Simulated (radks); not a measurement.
These are the eigenvalues of the occupied orbitals of an atom or ion with whole-number occupations (eV). Method: non-relativistic Kohn-Sham, PBEsol, spin-polarised, spherical densities, point nucleus; computed with a radial shooting solver on a logarithmic mesh with Libxc functionals.

1s: -3101.844
2s: -294.1935
2p: -229.5375
3s: -23.9747
3p: -10.2495

Which element is it, and in what charge state? The configuration may be excited. Open shells, if any, are filled with parallel spins first.

Answer. Z = 18, argon, charge 0: Ar in [Ar]. The list shows which subshells hold electrons but not how many an open one holds; the 1s level, -113.99 hartree, gives Z - s = 15.1 by -(Z - s)^2/2, which with screening narrows Z to a few neighbours, and the depths of the outer levels then fix element, charge and occupations together.
